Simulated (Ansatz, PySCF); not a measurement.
Breaking the Si3–H4 bond in H4PbSi (SMILES [SiH3][PbH]) (multiplicity 1 held, fragments rigid). Energies count from the point at 1.489 Å.
Geometry at that point (charge 0, multiplicity 1):
| atom | x (Å) | y (Å) | z (Å) |
|---|---|---|---|
| Pb | 0.0126 | 0.3548 | 0.3307 |
| H | -0.4305 | 1.4750 | -1.0801 |
| Si | -0.0332 | -1.7270 | -1.4655 |
| H | 0.9531 | -1.4987 | -2.5576 |
| H | -1.3757 | -1.8428 | -2.0994 |
| H | 0.2809 | -3.0511 | -0.8638 |

Unrestricted levels (U-) break spin symmetry where that is lower. Active spaces are followed from a long bond inwards. Curves can end on different states.

Correlated levels freeze the cores. Filled d and f shells under p-block atoms count as core. Rows in LANL2DZ carry no dispersion term and start afresh at each structure. LANL2DZ brings its own core potentials from Na on.

Codes used: Ansatz (Gaussian orbitals); PySCF for LANL2DZ rows.  In def2 rows elements past Kr take small-core potentials, without spin–orbit coupling.

Energies in eV.

```json
[
 {"R (Å)": "1.191", "U-HF/LANL2DZ": "1.23", "U-PBE/def2-TZVPP": "1.29", "U-r2SCAN/def2-TZVPP": "1.25", "FIC-MRCISD+Q on CASSCF(2,2)/def2-TZVPP": "1.24"},
 {"R (Å)": "1.340", "U-HF/LANL2DZ": "0.23", "U-PBE/def2-TZVPP": "0.27", "U-r2SCAN/def2-TZVPP": "0.25", "FIC-MRCISD+Q on CASSCF(2,2)/def2-TZVPP": "0.24"},
 {"R (Å)": "1.489", "U-HF/LANL2DZ": "0.00", "U-PBE/def2-TZVPP": "0.00", "U-r2SCAN/def2-TZVPP": "0.00", "FIC-MRCISD+Q on CASSCF(2,2)/def2-TZVPP": "0.00"},
 {"R (Å)": "1.638", "U-HF/LANL2DZ": "0.18", "U-PBE/def2-TZVPP": "0.12", "U-r2SCAN/def2-TZVPP": "0.15", "FIC-MRCISD+Q on CASSCF(2,2)/def2-TZVPP": "0.16"},
 {"R (Å)": "1.787", "U-HF/LANL2DZ": "0.57", "U-PBE/def2-TZVPP": "0.43", "U-r2SCAN/def2-TZVPP": "0.49", "FIC-MRCISD+Q on CASSCF(2,2)/def2-TZVPP": "0.51"},
 {"R (Å)": "2.010", "U-HF/LANL2DZ": "1.32", "U-PBE/def2-TZVPP": "1.05", "U-r2SCAN/def2-TZVPP": "1.15", "FIC-MRCISD+Q on CASSCF(2,2)/def2-TZVPP": "1.17"},
 {"R (Å)": "2.234", "U-HF/LANL2DZ": "1.99", "U-PBE/def2-TZVPP": "1.68", "U-r2SCAN/def2-TZVPP": "1.82", "FIC-MRCISD+Q on CASSCF(2,2)/def2-TZVPP": "1.82"},
 {"R (Å)": "2.606", "U-HF/LANL2DZ": "2.49", "U-PBE/def2-TZVPP": "2.60", "U-r2SCAN/def2-TZVPP": "2.72", "FIC-MRCISD+Q on CASSCF(2,2)/def2-TZVPP": "2.70"},
 {"R (Å)": "2.978", "U-HF/LANL2DZ": "2.67", "U-PBE/def2-TZVPP": "3.16", "U-r2SCAN/def2-TZVPP": "3.15", "FIC-MRCISD+Q on CASSCF(2,2)/def2-TZVPP": "3.26"},
 {"R (Å)": "3.425", "U-HF/LANL2DZ": "2.74", "U-PBE/def2-TZVPP": "3.39", "U-r2SCAN/def2-TZVPP": "3.39", "FIC-MRCISD+Q on CASSCF(2,2)/def2-TZVPP": "3.59"},
 {"R (Å)": "4.021", "U-HF/LANL2DZ": "2.76", "U-PBE/def2-TZVPP": "3.47", "U-r2SCAN/def2-TZVPP": "3.51", "FIC-MRCISD+Q on CASSCF(2,2)/def2-TZVPP": "3.73"},
 {"R (Å)": "4.765", "U-HF/LANL2DZ": "2.77", "U-PBE/def2-TZVPP": "3.48", "U-r2SCAN/def2-TZVPP": "3.54", "FIC-MRCISD+Q on CASSCF(2,2)/def2-TZVPP": "3.76"}
]
```

Doubts at one or more of the structures used: a spin-contaminated determinant (U-HF/LANL2DZ, U-PBE/def2-TZVPP, U-r2SCAN/def2-TZVPP).

Ansatz is an electronic-structure program.
